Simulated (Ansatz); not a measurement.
C₂H₃O (SMILES C[C-]=O), charge -1, singlet, at a GFN2-xTB geometry (a gas-phase anion, which may not be bound at this level); PBE/6-311G** in Ansatz (a first-principles code).

Here is a job for Ansatz.
Ansatz 0.2 input:
```yaml
crystal:
  periodic: [false, false, false]
  atoms:
    - {symbol: O, position_ang: [1.20222232, 0.35798886, 0.02041500]}
    - {symbol: C, position_ang: [-0.02392463, 0.67055660, -0.01272229]}
    - {symbol: C, position_ang: [-0.96955705, -0.66523219, -0.00962122]}
    - {symbol: H, position_ang: [-0.42231874, -1.62047315, 0.01999328]}
    - {symbol: H, position_ang: [-1.63707983, -0.62162665, 0.85936536]}
    - {symbol: H, position_ang: [-1.59748991, -0.65375760, -0.90861757]}
basis:
  gaussian:
    orbitals: 6-311G__.json
    final_grid: {core_spheres: 14, valence_spheres: 28, degree: 59}
hamiltonian:
  xc: pbe
total_charge: -1
```
The basis file holds 6-311G** in the JSON format of the Basis Set Exchange.

What does Ansatz print? Leave out banner, timings and long lists.


```
Functional definition: PBE
585 factors; their error is unknown
mean field evaluation 1: about -4161.2519 eV, gradient 3.4e1 eV
mean field evaluation 2: about -4155.4070 eV, gradient 5.8e1 eV
mean field evaluation 4: about -4164.0548 eV, gradient 5.9e0 eV
mean field evaluation 8: about -4164.0955 eV, gradient 1.4e-1 eV
mean field evaluation 16: about -4164.0956 eV, gradient 1.3e-5 eV
mean field -4164.09557136 eV, -153.0276897222 hartree, gradient 1.3e-5 eV, S^2 0.000000; 0 other end points of the search recorded, 0 dependent functions left out
reference -4164.09559891 eV, -153.0276907345 hartree; 12, 12 occupied and 60, 60 virtual orbitals, 585 factors
Total energy: -4164.09559891 eV, -153.0276907345 hartree
```
